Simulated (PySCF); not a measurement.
## Dipole response of Mn⁺ (manganese, charge +1)

[Ar] 3d5 4s1, high-spin 7S determinant. All numbers are calculated (PySCF 2.14, the non-relativistic Hamiltonian (point nucleus), in aug-cc-pVQZ (9s8p6d4f3g2h, 140 functions)). Coupled (time-dependent) response in atomic units; α is the mean over directions.

```
method  mean α (bohr³)  C₆ (like pair)  S(−4)
M06-2X           29.19           148.0  741.3
```

S(−4) is the Cauchy moment in α(ω) = α(0) + S(−4) ω² + …

α(iu) at M06-2X:

| u (hartree) | α(iu) (bohr³) |
| --- | --- |
| 0 | 29.19 |
| 0.0500 | 27.47 |
| 0.100 | 23.46 |
| 0.200 | 15.48 |
| 0.300 | 10.57 |
| 0.500 | 6.060 |
| 0.750 | 3.867 |
| 1.00 | 2.823 |
| 1.50 | 1.799 |
| 2.00 | 1.281 |
| 3.00 | 0.7580 |
| 5.00 | 0.3617 |

For an ion, C₆ is the dispersion term alone; charge-induced terms of lower order in 1/R come first.
